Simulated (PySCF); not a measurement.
C5H8S, SMILES C#C[C@H](C)SC.

Geometry optimised at r2SCAN-D4/def2-SVP. The structure was generated by enumeration; whether it is a known compound was not checked. Other conformers were not sampled.

Two levels are set side by side: PBE/def2-TZVP (PySCF) and ωB97X/def2-TZVP (PySCF). Same geometry, gas phase. Differences are taken from unrounded values.

| quantity | ωB97X | PBE | PBE minus ωB97X |
|---|---|---|---|
| orbital gap (eV) | 11.32 | 4.52 | -6.80 |
| highest occupied level (eV) | -8.87 | -5.24 | 3.62 |
| lowest empty level (eV) | 2.45 | -0.73 | -3.18 |
| dipole moment (D) | 1.39 | 1.29 | -0.10 |
| mean polarisability (bohr³) | 76.2 | 79.9 | 3.7 |

PBE's occupied levels lie high since its potential decays too fast outside the molecule; exact exchange lowers them and widens the gap. PBE's more diffuse valence density responds more strongly to a field. Differences between two approximate levels are no errors against the true value.

Rough cost on one machine, each run with all the roots and properties that it gave: ωB97X against PBE within a factor of 2.
